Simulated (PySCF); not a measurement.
**Two-dimensional NMR puzzle**

Compound of formula C₇H₉OP. Correlations simulated from computed shifts and the bond graph:

HSQC (one-bond C–H):
```
  δH     δC
7.11  158.0
6.90  143.8
6.45  143.8
6.20  139.8
5.68  129.4
2.68   96.4
2.03   23.0
```

COSY cross peaks (H two or three bonds apart, from the bond graph; peaks can be absent where the dihedral angle is near 90°):
```
  δH    δH
7.11  5.68
7.11  2.03
6.90  6.45
6.90  6.20
6.45  6.20
```

HMBC (two and three bonds, from the bond graph):
```
  δH                        δC
7.11               129.4, 23.0
6.90                     139.8
6.45                     139.8
6.20        143.8, 129.4, 83.7
5.68  158.0, 139.8, 83.7, 23.0
2.68                      83.7
2.03              158.0, 129.4
```

Carbons without hydrogens: δ 83.7.

[PySCF 2.14: geometry from PBE0-D3(BJ)/def2-SVP; σ from GIAO-PBE0/pcSseg-1; one conformer; isolated molecule; averaged over atoms made equivalent by symmetry, fast rotation or ring inversion; non-relativistic]

Chemical shifts δ = σref − σ; ¹H and ¹³C vs TMS, all at this level.

Exchangeable hydrogens are left out of these lists.

Q: Work out the connectivity.

A: `C#C[P@@](=O)(C=C)/C=C/C`.

Numbering as in the mapped SMILES `[CH:1]#[C:2][P@@:3](=[O:4])([CH:5]=[CH2:6])/[CH:7]=[CH:8]/[CH3:9]`. Each H is labelled by its parent atom. Ha(C6) is cis to P3; Hb(C6) is trans to P3.

1. δC 158.0 is C8, an alkene CH (δH 7.11).
2. δC 143.8 is C6, a terminal =CH2 carbon (δH 6.45, 6.90).
3. δC 139.8 is C5, an alkene CH (δH 6.20).
4. δC 129.4 is C7, an alkene CH (δH 5.68).
5. δC 96.4 is C1, a terminal alkyne carbon (δH 2.68).
6. δC 83.7 is C2, an alkyne carbon.
7. δC 23.0 is C9, an allylic methyl carbon (δH 2.03).
8. HMBC from δH 6.20 reaches the proton-free carbon C2.
9. HMBC from δH 5.68 reaches the proton-free carbon C2.
10. HMBC from δH 2.68 reaches the proton-free carbon C2.
11. COSY links 7.11–5.68, 7.11–2.03, 6.90–6.45, 6.90–6.20, 6.45–6.20.

The data come from this structure; uniqueness wasn't tested.

Shifts are as computed. Against solution values, carbons near 30 ppm lie about +2 ppm off and those near 130 ppm about +5 ppm. Of 1313 compounds with measured shifts, 239 miss one by over three times the rms of a fit or turn the order of signals round; such compounds aren't used in these exercises.
